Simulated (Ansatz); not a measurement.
Computed with Ansatz on PBE0-D4/def2-TZVP structures; ΔE is electronic, products minus reactants. CCSD(T)/CBS is the MP2 limit (def2-TZVPP, def2-QZVPP) plus CCSD(T) − MP2 in def2-TZVPP, frozen cores. This one scheme is used for every species. For Ge outer-core shells are correlated without core-valence functions, which leaves a few kJ/mol of doubt a bond. Scalar relativity is left out up to krypton. One conformer a species, not always the lowest.

`NB(F)[O][GeH3]` + H–F → `NB(F)F` + `[OH][GeH3]`  (ligand exchange at a B–O bond)

`NB(F)[O][GeH3]`:

```xyz
10

N    -1.832   -0.876    0.863
B    -0.525   -0.561    0.468
F     0.483   -1.353    0.899
O    -0.249    0.502   -0.325
Ge    1.391    0.967   -0.870
H    -2.043   -1.662    1.450
H    -2.622   -0.329    0.577
H     1.986   -0.183   -1.695
H     1.157    2.215   -1.728
H     2.254    1.281    0.361
```

H–F:

Cartesian coordinates in Å:
```
F 0.135 0.433 0.077
H -0.135 -0.433 -0.077
```

`NB(F)F`:

Z-matrix (Å, degrees):
```
N
B 1 1.392
H 1 1.003 2 122.4
H 1 1.003 2 122.4 3 -180.0
F 2 1.330 1 121.2 3 180.0
F 2 1.330 1 121.2 3 -0.0
```

`[OH][GeH3]`:

Cartesian coordinates in Å:
```
O 0.245 -0.223 -1.331
Ge -0.092 -0.112 0.416
H 0.398 0.634 -1.734
H -0.303 -1.564 0.853
H -1.355 0.738 0.654
H 1.107 0.527 1.142
```

| species | CCSD(T)/CBS(def2) energy (Eh) |
| --- | --- |
| `NB(F)[O][GeH3]` | -2333.75991 |
| H–F | -100.39570 |
| `NB(F)F` | -280.46129 |
| `[OH][GeH3]` | -2153.69723 |

Problem. Work out ΔE.

Solution. ΔE = (-280.46129) + (-2153.69723) − (-2333.75991) − (-100.39570) = -0.00291 Eh = -0.08 eV.

Largest T1 diagnostic among the species: 0.012.

The D4 term adds +0.07 eV with B3LYP and +0.04 eV with PBE0; it sums over pairs of atoms, weighted by their polarisabilities, and B3LYP, whose exchange is more repulsive, gets the larger term. In def2-TZVPP, CCSD(T) changes the Hartree–Fock value by +0.11 eV (the triples alone add +0.01 eV) and MP2 by +0.13 eV.

B3LYP here is the variant with VWN-RPA as its local correlation; programs differ in this.
